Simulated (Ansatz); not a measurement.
`N[SiH](O)[SiH2]F` + `CCS` → `F[SiH2]CS` + `C[SiH](N)O`  (formal exchange of groups at the Si–Si bond)

Isolated molecules relaxed with PBE0-D4/def2-TZVP in Ansatz; ΔE leaves out vibrations. CCSD(T)/CBS is the MP2 limit (def2-TZVPP, def2-QZVPP) plus CCSD(T) − MP2 in def2-TZVPP, frozen cores. Functionals use def2-TZVPP. One conformer a species, not always the lowest.

CCSD(T)/CBS gives -65.8 kJ/mol.

Q: Another level gave -60.8 kJ/mol. Which?
A. ωB97X-V/def2-TZVPP
B. PBE0/def2-TZVPP
C. PBE/def2-TZVPP
D. MP2/def2-TZVPP

A: A. ωB97X-V -60.8, MP2/def2-TZVPP -72.7, PBE0 -55.7, PBE -49.4 kJ/mol.

Largest T1 diagnostic among the species: 0.012.

From PBE to PBE0 (25 % exact exchange), in def2-TZVPP and without D4, ΔE moves by −6.4 kJ/mol.
